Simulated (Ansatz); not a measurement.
C2H8ClNOSi, SMILES `CN[SiH](Cl)OC`, relaxed with RKS PBE0-D4/def2-TZVP in the Gaussian-basis code of Ansatz from a GFN2-xTB geometry. The force threshold is 0.005 eV/Å; the program also tests the step.

The species carries charge 0 and has multiplicity 1.

Start:

```xyz
14

C    -0.131   -2.121    1.476
N     0.169   -0.766    1.084
Si   -0.072   -0.160   -0.492
Cl   -2.028   -0.336   -0.950
O     0.369    1.386   -0.310
C     0.222    2.435   -1.218
H    -1.007   -2.459    0.928
H     0.693   -2.810    1.262
H    -0.350   -2.162    2.543
H     0.916   -0.363    1.629
H     0.654   -0.800   -1.592
H     0.957    2.347   -2.022
H    -0.778    2.438   -1.656
H     0.385    3.369   -0.681
```

```json
{"step": "1", "energy (eV)": "-26134.0818", "largest force (eV/Å)": "1.048", "largest move (Å)": "0.000"}
{"step": "2", "energy (eV)": "-26134.1381", "largest force (eV/Å)": "0.309", "largest move (Å)": "0.053"}
{"step": "3", "energy (eV)": "-26134.1481", "largest force (eV/Å)": "0.155", "largest move (Å)": "0.032"}
{"step": "4", "energy (eV)": "-26134.1564", "largest force (eV/Å)": "0.273", "largest move (Å)": "0.098"}
{"step": "5", "energy (eV)": "-26134.1612", "largest force (eV/Å)": "0.169", "largest move (Å)": "0.057"}
{"step": "6", "energy (eV)": "-26134.1639", "largest force (eV/Å)": "0.055", "largest move (Å)": "0.049"}
{"step": "7", "energy (eV)": "-26134.1661", "largest force (eV/Å)": "0.083", "largest move (Å)": "0.088"}
{"step": "8", "energy (eV)": "-26134.1673", "largest force (eV/Å)": "0.083", "largest move (Å)": "0.039"}
{"step": "9", "energy (eV)": "-26134.1687", "largest force (eV/Å)": "0.074", "largest move (Å)": "0.058"}
{"step": "10", "energy (eV)": "-26134.1698", "largest force (eV/Å)": "0.076", "largest move (Å)": "0.055"}
{"step": "11", "energy (eV)": "-26134.1708", "largest force (eV/Å)": "0.072", "largest move (Å)": "0.045"}
{"step": "12", "energy (eV)": "-26134.1716", "largest force (eV/Å)": "0.135", "largest move (Å)": "0.085"}
{"step": "13", "energy (eV)": "-26134.1732", "largest force (eV/Å)": "0.086", "largest move (Å)": "0.026"}
{"step": "14", "energy (eV)": "-26134.1771", "largest force (eV/Å)": "0.030", "largest move (Å)": "0.084"}
{"step": "15", "energy (eV)": "-26134.1775", "largest force (eV/Å)": "0.311", "largest move (Å)": "0.196"}
{"step": "16", "energy (eV)": "-26134.1865", "largest force (eV/Å)": "0.133", "largest move (Å)": "0.022"}
{"step": "17", "energy (eV)": "-26134.1970", "largest force (eV/Å)": "0.096", "largest move (Å)": "0.200"}
{"step": "18", "energy (eV)": "-26134.2008", "largest force (eV/Å)": "0.069", "largest move (Å)": "0.066"}
{"step": "19", "energy (eV)": "-26134.2011", "largest force (eV/Å)": "0.158", "largest move (Å)": "0.075"}
{"step": "20", "energy (eV)": "-26134.2035", "largest force (eV/Å)": "0.099", "largest move (Å)": "0.049"}
{"step": "21", "energy (eV)": "-26134.2042", "largest force (eV/Å)": "0.022", "largest move (Å)": "0.015"}
{"step": "22", "energy (eV)": "-26134.2042", "largest force (eV/Å)": "0.007", "largest move (Å)": "0.009"}
{"step": "23", "energy (eV)": "-26134.2043", "largest force (eV/Å)": "0.003", "largest move (Å)": "0.009"}
{"step": "24", "energy (eV)": "-26134.2043", "largest force (eV/Å)": "0.008", "largest move (Å)": "0.025"}
{"step": "25", "energy (eV)": "-26134.2043", "largest force (eV/Å)": "0.002", "largest move (Å)": "0.002"}
```

End:

```xyz
14

C     0.049   -2.212    1.394
N     0.269   -0.816    1.083
Si   -0.161   -0.097   -0.382
Cl   -2.202    0.198   -0.634
O     0.555    1.362   -0.402
C     0.275    2.424   -1.287
H     0.025   -2.794    0.469
H     0.864   -2.610    2.004
H    -0.896   -2.392    1.919
H     0.373   -0.219    1.889
H     0.216   -0.987   -1.501
H     0.596    2.183   -2.306
H    -0.792    2.661   -1.300
H     0.829    3.300   -0.946
```

Run time 49 s (2 threads of an AMD EPYC 7R13 on a shared host and a share of an NVIDIA H100 80 GB); peak host memory 0.94 GiB.
